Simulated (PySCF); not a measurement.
PySCF 2.14 output of an unrestricted r2SCAN calculation on a single atom or ion in aug-cc-pVQZ (6s5p4d3f2g, 80 functions), with no relativity, point nucleus:

```
SCF conv_tol = 1e-09
number electrons alpha = 4  beta = 2
    J. W. Furness, A. D. Kaplan, J. Ning, J. P. Perdew, and J. Sun.,  J. Phys. Chem. Lett. 11, 8208-8215 (2020)
    J. W. Furness, A. D. Kaplan, J. Ning, J. P. Perdew, and J. Sun.,  J. Phys. Chem. Lett. 11, 9248-9248 (2020)
    J. W. Furness, A. D. Kaplan, J. Ning, J. P. Perdew, and J. Sun.,  J. Phys. Chem. Lett. 11, 8208-8215 (2020)
    J. W. Furness, A. D. Kaplan, J. Ning, J. P. Perdew, and J. Sun.,  J. Phys. Chem. Lett. 11, 9248-9248 (2020)
cycle= 1 E= -37.5365109098654  delta_E= -0.00419  |g|= 0.0123  |ddm|= 0.252
cycle= 2 E= -37.5366101950519  delta_E= -9.93e-05  |g|= 0.00215  |ddm|= 0.0308
cycle= 3 E= -37.5366155471708  delta_E= -5.35e-06  |g|= 0.000226  |ddm|= 0.00995
cycle= 4 E= -37.5366157312395  delta_E= -1.84e-07  |g|= 7.44e-05  |ddm|= 0.00213
cycle= 5 E= -37.5366157596678  delta_E= -2.84e-08  |g|= 1.21e-05  |ddm|= 0.00106
cycle= 6 E= -37.536615760475  delta_E= -8.07e-10  |g|= 7.22e-07  |ddm|= 0.000204
converged SCF energy = -37.536615760475  <S^2> = 2.0048701  2S+1 = 3.0032449
```

The run itself started from symmetry-adapted Hartree-Fock orbitals and held the occupation by maximum overlap, on a logarithmic radial grid, so the iterations belong to that start.

Q: Which element, charge and spin multiplicity is this?

A: C (carbon, neutral), multiplicity 3; the state was [He] 2s2 2p1 3s1, high-spin 3P determinant (an excited configuration).

The outer electron is Rydberg-like, and this basis confines it to a smaller radius and binds it less than a complete one would.
